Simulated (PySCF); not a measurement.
These 2 structures share the formula CH13NOSi4. Theory: PBE0-D3(BJ)/def2-SVP geometry optimisation, gas phase in PySCF 2.14.0. One conformer each; no zero-point energy, no entropy. No frequencies were run at this level. Point groups hold within 0.08 Å.

Task: Rank from lowest to highest electronic energy at this level (kcal/mol).
A. `[CH3:1][SiH2:2][O:3][SiH2:4][N:5]([SiH3:6])[SiH3:7]` with C1–Si2–O3–Si4 87°, Si2–O3–Si4–N5 -145°, O3–Si4–N5–Si6 2°
B. `[CH3:1][Si@@H:2]([O:3][SiH3:4])[N:5]([SiH3:6])[SiH3:7]` with C1–Si2–O3–Si4 -12°, C1–Si2–N5–Si6 66°

Result: B (0.0), A (1.0).

Neighbours under 2.5 kcal/mol apart (C[Si@@H](O[SiH3])N([SiH3])[SiH3] and C[SiH2]O[SiH2]N([SiH3])[SiH3]) can change places with a better method, another conformer or zero-point energy.

```json
{"SMILES": "C[Si@@H](O[SiH3])N([SiH3])[SiH3]", "E (Eh)": "-1332.85113", "E rel (kcal/mol)": "0.0", "dipole (D)": "1.27", "point group": "C1", "A, B, C (MHz)": "1858, 752.6, 579.7"}
{"SMILES": "C[SiH2]O[SiH2]N([SiH3])[SiH3]", "E (Eh)": "-1332.84946", "E rel (kcal/mol)": "1.0", "dipole (D)": "1.12", "point group": "C1", "A, B, C (MHz)": "2298, 597.3, 520.2"}
```

Task: How do the relative energies change in single points at PBE0/pcSseg-1 (no added dispersion term) on the same geometries?

Result: 
```tsv
SMILES	PBE0-D3(BJ)/def2-SVP (kcal/mol)	PBE0/pcSseg-1 (kcal/mol)	shift
C[Si@@H](O[SiH3])N([SiH3])[SiH3]	0.0	0.0	0.0
C[SiH2]O[SiH2]N([SiH3])[SiH3]	1.0	0.6	-0.4
```

Each column counts from its own lowest isomer. The order is unchanged; the largest shift is 0.4 kcal/mol.
